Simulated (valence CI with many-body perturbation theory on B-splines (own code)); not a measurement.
E1 line list for Mn10+

Level of theory: valence CI with perturbative core correlation (CI+MBPT): five valence electrons over a frozen Dirac-Fock core [Ne], radial functions for each j: 11 s, 11 p, 10 d, 8 f, 5 g, 2 h, with the one-electron correlation potential Σ1, the two-electron term Σ2, the three-electron term Σ3, Breit, model QED; selected CI, second order for the rest, scaled by the run's own slope (own B-spline code, finite nucleus).

No measured levels were compared; by estimate levels of excited configurations hold to 0.05 to 0.15 % of their energy, terms of the ground configuration to about 0.5 %. Among the levels kept, up to 3200 cm⁻¹ of a level comes from second order outside the variational space, and about a tenth of that is noise between levels of different J, which matters for small intervals.

Lines 151 to 200 of 577 in falling wavelength, among levels below 992670 cm⁻¹, chosen from the strongest by gf and those to the six lowest levels. Wavelengths and rates use the calculated energies, so an error of 200 cm⁻¹ moves a line at 284.5 Å by 0.057 % and its rate by three times that or more. Electric multipoles are in the length gauge, E1 and E2 with the static RPA response of the core. Weak lines are less certain than strong ones. Lines between different terms over intervals too small for the method are left out, as are lines whose strength nearly cancels. Where a level lies close to another of its J and parity, the split of strength between their lines is uncertain. The highest levels of a list are the least certain.

Names give the largest LS component (configuration and term), which can be under half, so a name can repeat, a term be missing and a line seem to break the LS rules; names also repeat where a configuration has a term twice. Letters in brackets count levels of one name in rising energy.

| λ vac (Å) | Upper | Lower | A (s⁻¹) | S (a.u.) with core polarisation | S without |
| --- | --- | --- | --- | --- | --- |
| 284.5 | 3s3p³3d ²D°_5/2 [e] | 3s²3p²3d ²F_7/2 [b] | 4.00e+09 | 2.73e-01 | 2.82e-01 |
| 284.2 | 3s3p³3d ²G°_7/2 [b] | 3s²3p²3d ²F_5/2 [a] | 2.49e+09 | 2.25e-01 | 2.33e-01 |
| 284.2 | 3p⁴3d ⁴F_7/2 | 3s3p³3d ⁴D°_5/2 [a] | 3.06e+09 | 2.78e-01 | 2.87e-01 |
| 283.8 | 3s²3p3d² ⁴P°_5/2 | 3s²3p²3d ²P_3/2 [c] | 1.53e+09 | 1.04e-01 | 1.07e-01 |
| 283.3 | 3s3p³3d ²D°_5/2 [f] | 3s²3p²3d ²D_5/2 [c] | 7.57e+09 | 5.10e-01 | 5.28e-01 |
| 282.8 | 3s3p³3d ²D°_3/2 [f] | 3s²3p²3d ²D_3/2 [c] | 8.84e+09 | 3.95e-01 | 4.09e-01 |
| 282.3 | 3p⁴3d ⁴F_5/2 | 3s3p³3d ⁴D°_3/2 [a] | 2.71e+09 | 1.81e-01 | 1.87e-01 |
| 282.2 | 3s3p³3d ²G°_9/2 [b] | 3s²3p²3d ²F_7/2 [a] | 3.80e+09 | 4.21e-01 | 4.35e-01 |
| 282.2 | 3p⁴3d ⁴F_3/2 | 3s3p³3d ⁴D°_1/2 [a] | 2.54e+09 | 1.13e-01 | 1.16e-01 |
| 281.8 | 3s3p³3d ²D°_5/2 [a] | 3s²3p²3d ²P_3/2 [a] | 1.44e+09 | 9.55e-02 | 9.89e-02 |
| 281.6 | 3s3p³3d ²F°_5/2 [b] | 3s²3p²3d ²F_5/2 [a] | 4.39e+09 | 2.90e-01 | 3.01e-01 |
| 281.5 | 3s3p³3d ²D°_3/2 [f] | 3s²3p²3d ²D_5/2 [c] | 6.84e+09 | 3.01e-01 | 3.12e-01 |
| 281.5 | 3s3p³3d ⁴D°_3/2 [c] | 3s²3p²3d ⁴F_5/2 | 3.79e+09 | 1.67e-01 | 1.73e-01 |
| 281.3 | 3s3p³3d ²D°_5/2 [e] | 3s²3p²3d ²P_3/2 [c] | 3.57e+09 | 2.35e-01 | 2.44e-01 |
| 280.3 | 3s3p³3d ²F°_7/2 [b] | 3s²3p²3d ²F_7/2 [a] | 1.21e+09 | 1.05e-01 | 1.09e-01 |
| 279.7 | 3s²3p²3d ⁴F_5/2 | 3s²3p³ ²D°_5/2 | 3.37e+07 | 2.19e-03 | 2.26e-03 |
| 279.5 | 3s²3p²3d ⁴F_3/2 | 3s²3p³ ²D°_3/2 | 1.05e+08 | 4.54e-03 | 4.69e-03 |
| 277.7 | 3s3p³3d ²F°_7/2 [b] | 3s²3p²3d ²F_5/2 [a] | 4.47e+09 | 3.78e-01 | 3.91e-01 |
| 277.5 | 3s²3p3d² ²F°_5/2 [a] | 3s²3p²3d ²D_3/2 [b] | 2.03e+09 | 1.29e-01 | 1.34e-01 |
| 277.2 | 3s²3p²3d ⁴F_5/2 | 3s²3p³ ²D°_3/2 | 1.48e+07 | 9.35e-04 | 9.57e-04 |
| 276.8 | 3s3p³3d ²D°_3/2 [e] | 3s²3p²3d ²P_1/2 [b] | 8.45e+09 | 3.54e-01 | 3.66e-01 |
| 276.6 | 3s²3p²3d ²P_3/2 [a] | 3s²3p³ ⁴S°_3/2 | 2.99e+07 | 1.25e-03 | 1.30e-03 |
| 276.4 | 3s²3p²3d ⁴F_7/2 | 3s²3p³ ²D°_5/2 | 1.99e+07 | 1.66e-03 | 1.70e-03 |
| 274.8 | 3s3p³3d ²P°_1/2 [c] | 3s²3p²3d ²D_3/2 [b] | 4.68e+09 | 9.59e-02 | 9.92e-02 |
| 274.0 | 3s²3p3d² ²G°_9/2 [a] | 3s²3p²3d ²F_7/2 [b] | 5.74e+09 | 5.82e-01 | 6.02e-01 |
| 273.7 | 3s²3p3d² ²G°_7/2 [a] | 3s²3p²3d ²F_5/2 [b] | 6.43e+09 | 5.20e-01 | 5.38e-01 |
| 272.1 | 3s²3p3d² ²F°_7/2 [a] | 3s²3p²3d ²D_5/2 [b] | 1.75e+09 | 1.39e-01 | 1.45e-01 |
| 271.6 | 3s²3p3d² ²P°_1/2 [a] | 3s²3p²3d ²P_1/2 [a] | 5.54e+09 | 1.09e-01 | 1.13e-01 |
| 271.2 | 3s3p³3d ⁴D°_5/2 [c] | 3s²3p²3d ⁴D_7/2 | 1.83e+09 | 1.08e-01 | 1.12e-01 |
| 271.1 | 3s3p³3d ⁴D°_7/2 [d] | 3s²3p²3d ⁴D_7/2 | 7.00e+09 | 5.51e-01 | 5.70e-01 |
| 270.5 | 3s3p³3d ²P°_3/2 [c] | 3s²3p²3d ²P_3/2 [b] | 6.40e+09 | 2.50e-01 | 2.59e-01 |
| 270.0 | 3s3p³3d ²D°_5/2 [d] | 3s²3p²3d ²G_7/2 | 1.43e+09 | 8.31e-02 | 8.60e-02 |
| 269.3 | 3s3p³3d ²D°_3/2 [b] | 3s3p⁴ ²S_1/2 | 2.35e+09 | 9.06e-02 | 9.37e-02 |
| 268.7 | 3s²3p²3d ²F_7/2 [a] | 3s²3p³ ²D°_5/2 | 2.52e+07 | 1.93e-03 | 1.98e-03 |
| 267.8 | 3s²3p²3d ⁴D_3/2 | 3s²3p³ ²D°_5/2 | 2.30e+08 | 8.71e-03 | 9.01e-03 |
| 267.7 | 3s3p³3d ²D°_5/2 [f] | 3s²3p²3d ²F_7/2 [b] | 1.44e+10 | 8.17e-01 | 8.46e-01 |
| 267.6 | 3s²3p3d² ⁴P°_5/2 | 3s²3p²3d ²D_5/2 [b] | 4.40e+09 | 2.49e-01 | 2.58e-01 |
| 266.3 | 3s3p³3d ²F°_7/2 [d] | 3s²3p²3d ²G_9/2 | 2.50e+10 | 1.86e+00 | 1.93e+00 |
| 266.1 | 3s²3p²3d ⁴D_1/2 | 3s²3p³ ²D°_3/2 | 2.84e+08 | 5.29e-03 | 5.47e-03 |
| 265.8 | 3s3p³3d ⁴D°_3/2 [d] | 3s²3p²3d ⁴D_5/2 | 3.33e+09 | 1.24e-01 | 1.28e-01 |
| 265.8 | 3s3p³3d ⁴D°_5/2 [a] | 3s3p⁴ ⁴P_5/2 | 6.21e+07 | 3.45e-03 | 3.56e-03 |
| 265.8 | 3s3p³3d ⁴D°_5/2 [c] | 3s²3p²3d ⁴D_5/2 | 5.72e+09 | 3.18e-01 | 3.30e-01 |
| 265.8 | 3s3p³3d ⁴D°_7/2 [d] | 3s²3p²3d ⁴D_5/2 | 2.17e+09 | 1.61e-01 | 1.66e-01 |
| 265.6 | 3s3p³3d ⁴D°_7/2 [a] | 3s3p⁴ ⁴P_5/2 | 2.90e+07 | 2.15e-03 | 2.22e-03 |
| 265.5 | 3s3p³3d ²D°_3/2 [e] | 3s²3p²3d ²D_3/2 [b] | 1.85e+10 | 6.83e-01 | 7.06e-01 |
| 265.4 | 3s²3p²3d ⁴D_5/2 | 3s²3p³ ²D°_5/2 | 6.69e+07 | 3.71e-03 | 3.81e-03 |
| 265.4 | 3s3p³3d ²D°_5/2 [f] | 3s²3p²3d ²F_5/2 [b] | 3.21e+09 | 1.78e-01 | 1.84e-01 |
| 265.3 | 3s3p³3d ²D°_5/2 [c] | 3s²3p²3d ⁴D_7/2 | 1.80e+09 | 9.94e-02 | 1.03e-01 |
| 265.3 | 3s3p³3d ²F°_5/2 [d] | 3s²3p²3d ²G_7/2 | 2.29e+10 | 1.26e+00 | 1.31e+00 |
| 265.3 | 3s3p³3d ²D°_5/2 [e] | 3s²3p²3d ²D_5/2 [b] | 1.24e+10 | 6.87e-01 | 7.10e-01 |
